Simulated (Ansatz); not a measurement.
Ansatz results at the PBE0-D4/def2-TZVP geometry: HOMO energy (PBE/def2-TZVPP) -6.14 eV; HOMO–LUMO gap (PBE/def2-TZVPP) 5.21 eV; LUMO energy (PBE/def2-TZVPP) -0.92 eV.

Each molecule was computed in one conformer, which needn't be the lowest.

Question: Which molecule gave them?
A. `C[Si](C)(F)I`
B. `CCN(C)[Si](Cl)(OC)OC`
C. `CO[Si](F)(Cl)SC`
D. `C=C[SiH](F)Br`

Answer: C. The others give `C[Si](C)(F)I`: -6.43, 5.70, -0.73; `C=C[SiH](F)Br`: -7.18, 5.05, -2.13; `CCN(C)[Si](Cl)(OC)OC`: -5.29, 5.44, 0.15.
